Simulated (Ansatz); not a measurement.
A first, cheap relaxation of `BC(B)(C)F`.

```yaml
crystal:
  periodic: [false, false, false]
  atoms:
    - {symbol: B, position_ang: [-1.323000, 0.693600, -0.189600]}
    - {symbol: C, position_ang: [0.143400, 0.352400, 0.105800]}
    - {symbol: B, position_ang: [0.173200, -0.456000, 1.464100]}
    - {symbol: C, position_ang: [0.821400, -0.462800, -1.036400]}
    - {symbol: F, position_ang: [0.877000, 1.515900, 0.230200]}
    - {symbol: H, position_ang: [-1.976700, 1.430500, 0.554700]}
    - {symbol: H, position_ang: [-1.867300, 0.389600, -1.198100]}
    - {symbol: H, position_ang: [-0.300600, -1.484800, 1.570100]}
    - {symbol: H, position_ang: [0.801900, -0.005400, 2.445600]}
    - {symbol: H, position_ang: [0.187100, -1.421000, -1.155700]}
    - {symbol: H, position_ang: [1.798600, -0.719300, -0.791200]}
    - {symbol: H, position_ang: [0.742000, 0.112000, -1.965500]}
basis:
  gaussian: {orbitals: def2-SVP}
hamiltonian: {xc: pbe, dispersion: d4}
relax: {f_tol: 0.03, max_steps: 200}
```

```sh
$ ansatz run in.yaml --threads 4 --pin off --events-out ev --progress --plain --max-ram 10444MiB
```

Shortened log:

```
Functional definition: PBE
mean field -6242.43654522 eV, -229.4053117613 hartree, gradient 5.9e-5 eV, S^2 0.000000; 0 other end points of the search recorded, 0 dependent functions left out
relax step   1: F+E_penalty+E_count = -6242.64559872 eV  Δ(F+E_penalty+E_count) = +0.000e0 eV  max|allowed force component| = 3.769e0 eV/Å  Δτ_max = 0.0000 Å  (28 SCF iters, accepted)
mean field -6242.79387186 eV, -229.4184432733 hartree, gradient 2.5e-5 eV, S^2 0.000000; 0 other end points of the search recorded, 0 dependent functions left out
relax step   2: F+E_penalty+E_count = -6243.00226217 eV  Δ(F+E_penalty+E_count) = -3.567e-1 eV  max|allowed force component| = 1.110e0 eV/Å  Δτ_max = 0.1947 Å  (28 SCF iters, accepted)
mean field -6242.87254358 eV, -229.4213344057 hartree, gradient 1.2e-5 eV, S^2 0.000000; 0 other end points of the search recorded, 0 dependent functions left out
relax step   3: F+E_penalty+E_count = -6243.08041323 eV  Δ(F+E_penalty+E_count) = -7.815e-2 eV  max|allowed force component| = 4.572e-1 eV/Å  Δτ_max = 0.1298 Å  (29 SCF iters, accepted)
mean field -6242.91415241 eV, -229.4228635018 hartree, gradient 7.3e-6 eV, S^2 0.000000; 0 other end points of the search recorded, 0 dependent functions left out
relax step   4: F+E_penalty+E_count = -6243.12323678 eV  Δ(F+E_penalty+E_count) = -4.282e-2 eV  max|allowed force component| = 4.936e-1 eV/Å  Δτ_max = 0.1999 Å  (29 SCF iters, accepted)
mean field -6242.96300525 eV, -229.4246588107 hartree, gradient 7.9e-6 eV, S^2 0.000000; 0 other end points of the search recorded, 0 dependent functions left out
relax step   5: F+E_penalty+E_count = -6243.17184368 eV  Δ(F+E_penalty+E_count) = -4.861e-2 eV  max|allowed force component| = 4.809e-1 eV/Å  Δτ_max = 0.1999 Å  (28 SCF iters, accepted)
mean field -6242.98977934 eV, -229.4256427403 hartree, gradient 1.1e-5 eV, S^2 0.000000; 0 other end points of the search recorded, 0 dependent functions left out
relax step   6: F+E_penalty+E_count = -6243.19924194 eV  Δ(F+E_penalty+E_count) = -2.740e-2 eV  max|allowed force component| = 1.367e-1 eV/Å  Δτ_max = 0.2000 Å  (29 SCF iters, accepted)
mean field -6242.98392168 eV, -229.4254274752 hartree, gradient 6.5e-6 eV, S^2 0.000000; 0 other end points of the search recorded, 0 dependent functions left out
relax step   7: F+E_penalty+E_count = -6243.19320881 eV  Δ(F+E_penalty+E_count) = +6.033e-3 eV  max|allowed force component| = 4.192e-1 eV/Å  Δτ_max = 0.1253 Å  (28 SCF iters, rejected (line search))
mean field -6242.99933359 eV, -229.4259938527 hartree, gradient 1.7e-5 eV, S^2 0.000000; 0 other end points of the search recorded, 0 dependent functions left out
relax step   8: F+E_penalty+E_count = -6243.20882802 eV  Δ(F+E_penalty+E_count) = -9.586e-3 eV  max|allowed force component| = 6.315e-2 eV/Å  Δτ_max = 0.0613 Å  (30 SCF iters, accepted)
mean field -6243.00587256 eV, -229.4262341552 hartree, gradient 1.8e-5 eV, S^2 0.000000; 0 other end points of the search recorded, 0 dependent functions left out
relax step   9: F+E_penalty+E_count = -6243.21562153 eV  Δ(F+E_penalty+E_count) = -6.794e-3 eV  max|allowed force component| = 6.163e-2 eV/Å  Δτ_max = 0.0998 Å  (30 SCF iters, accepted)
mean field -6243.01498879 eV, -229.4265691706 hartree, gradient 1.8e-5 eV, S^2 0.000000; 0 other end points of the search recorded, 0 dependent functions left out
relax step  10: F+E_penalty+E_count = -6243.22513880 eV  Δ(F+E_penalty+E_count) = -9.517e-3 eV  max|allowed force component| = 1.630e-1 eV/Å  Δτ_max = 0.1464 Å  (29 SCF iters, accepted)
mean field -6243.02337929 eV, -229.4268775156 hartree, gradient 1.8e-5 eV, S^2 0.000000; 0 other end points of the search recorded, 0 dependent functions left out
relax step  11: F+E_penalty+E_count = -6243.23398201 eV  Δ(F+E_penalty+E_count) = -8.843e-3 eV  max|allowed force component| = 2.609e-1 eV/Å  Δτ_max = 0.0840 Å  (28 SCF iters, accepted)
mean field -6243.03288625 eV, -229.4272268901 hartree, gradient 2.5e-5 eV, S^2 0.000000; 0 other end points of the search recorded, 0 dependent functions left out
relax step  12: F+E_penalty+E_count = -6243.24447606 eV  Δ(F+E_penalty+E_count) = -1.049e-2 eV  max|allowed force component| = 5.633e-1 eV/Å  Δτ_max = 0.1998 Å  (28 SCF iters, accepted)
mean field -6243.04396576 eV, -229.4276340544 hartree, gradient 1.6e-5 eV, S^2 0.000000; 0 other end points of the search recorded, 0 dependent functions left out
relax step  13: F+E_penalty+E_count = -6243.25566019 eV  Δ(F+E_penalty+E_count) = -1.118e-2 eV  max|allowed force component| = 8.822e-1 eV/Å  Δτ_max = 0.1475 Å  (28 SCF iters, accepted)
mean field -6243.09192028 eV, -229.4293963507 hartree, gradient 1.6e-5 eV, S^2 0.000000; 0 other end points of the search recorded, 0 dependent functions left out
relax step  14: F+E_penalty+E_count = -6243.30391123 eV  Δ(F+E_penalty+E_count) = -4.825e-2 eV  max|allowed force component| = 3.876e-1 eV/Å  Δτ_max = 0.0997 Å  (29 SCF iters, accepted)
mean field -6243.13119768 eV, -229.4308397685 hartree, gradient 1.8e-5 eV, S^2 0.000000; 0 other end points of the search recorded, 0 dependent functions left out
relax step  15: F+E_penalty+E_count = -6243.34342393 eV  Δ(F+E_penalty+E_count) = -3.951e-2 eV  max|allowed force component| = 5.540e-1 eV/Å  Δτ_max = 0.1832 Å  (28 SCF iters, accepted)
mean field -6243.16076478 eV, -229.4319263393 hartree, gradient 1.9e-5 eV, S^2 0.000000; 0 other end points of the search recorded, 0 dependent functions left out
relax step  16: F+E_penalty+E_count = -6243.37332995 eV  Δ(F+E_penalty+E_count) = -2.991e-2 eV  max|allowed force component| = 3.017e-1 eV/Å  Δτ_max = 0.1384 Å  (27 SCF iters, accepted)
mean field -6243.16797463 eV, -229.4321912963 hartree, gradient 1.9e-5 eV, S^2 0.000000; 0 other end points of the search recorded, 0 dependent functions left out
relax step  17: F+E_penalty+E_count = -6243.38121150 eV  Δ(F+E_penalty+E_count) = -7.882e-3 eV  max|allowed force component| = 4.468e-1 eV/Å  Δτ_max = 0.0419 Å  (31 SCF iters, accepted)
mean field -6243.17951955 eV, -229.4326155643 hartree, gradient 1.8e-5 eV, S^2 0.000000; 0 other end points of the search recorded, 0 dependent functions left out
relax step  18: F+E_penalty+E_count = -6243.39309758 eV  Δ(F+E_penalty+E_count) = -1.189e-2 eV  max|allowed force component| = 1.593e-1 eV/Å  Δτ_max = 0.1010 Å  (29 SCF iters, accepted)
mean field -6243.18192181 eV, -229.4327038458 hartree, gradient 1.8e-5 eV, S^2 0.000000; 0 other end points of the search recorded, 0 dependent functions left out
relax step  19: F+E_penalty+E_count = -6243.39554310 eV  Δ(F+E_penalty+E_count) = -2.446e-3 eV  max|allowed force component| = 9.019e-2 eV/Å  Δτ_max = 0.0565 Å  (29 SCF iters, accepted)
mean field -6243.18289700 eV, -229.4327396832 hartree, gradient 1.8e-5 eV, S^2 0.000000; 0 other end points of the search recorded, 0 dependent functions left out
relax step  20: F+E_penalty+E_count = -6243.39641211 eV  Δ(F+E_penalty+E_count) = -8.690e-4 eV  max|allowed force component| = 5.998e-2 eV/Å  Δτ_max = 0.0169 Å  (30 SCF iters, accepted)
mean field -6243.18332055 eV, -229.4327552486 hartree, gradient 1.8e-5 eV, S^2 0.000000; 0 other end points of the search recorded, 0 dependent functions left out
relax step  21: F+E_penalty+E_count = -6243.39692968 eV  Δ(F+E_penalty+E_count) = -5.176e-4 eV  max|allowed force component| = 2.272e-2 eV/Å  Δτ_max = 0.0079 Å  (31 SCF iters, accepted)
mean field -6243.18332055 eV, -229.4327552486 hartree, gradient 2.1e-5 eV, S^2 0.000000; 1 other end points of the search recorded, 0 dependent functions left out
Total energy: -6243.39696478 eV, -229.4406065291 hartree
Atom 0 at    -1.517082     0.722479    -0.060481 Å, force     0.020862    -0.004200    -0.004007 eV/Å
Atom 1 at    -0.004018     0.664652    -0.113897 Å, force    -0.022718     0.006587    -0.004127 eV/Å
Atom 2 at     0.309069    -0.448730     0.997822 Å, force     0.002540     0.005259    -0.002094 eV/Å
Atom 3 at     0.788935    -0.440256    -0.830222 Å, force     0.018933    -0.015190    -0.000732 eV/Å
Atom 4 at     0.757137     1.817114     0.013094 Å, force    -0.006502    -0.004781     0.002184 eV/Å
Atom 5 at    -2.063328     1.696687     0.416023 Å, force    -0.000874     0.003762     0.006248 eV/Å
Atom 6 at    -2.161568    -0.244565    -0.415563 Å, force    -0.000058    -0.000320     0.002438 eV/Å
Atom 7 at    -0.415078    -1.396709     1.204860 Å, force     0.000469     0.008591     0.002721 eV/Å
Atom 8 at     1.244306    -0.177650     1.718411 Å, force    -0.005377    -0.006261     0.002785 eV/Å
Atom 9 at     0.196311    -1.042369    -1.538321 Å, force     0.001990     0.000823     0.003355 eV/Å
Atom 10 at     1.244702    -1.213073    -0.087259 Å, force    -0.005719     0.003258    -0.009963 eV/Å
Atom 11 at     1.697612     0.007120    -1.270467 Å, force    -0.003544     0.002472     0.001193 eV/Å
Dipole moment:     0.268668    -0.418892    -0.313029 e Å
```

Hardware: 4 threads of an Arm Neoverse V1 on a shared host. Wall time 23 s, peak host memory 0.14 GiB.
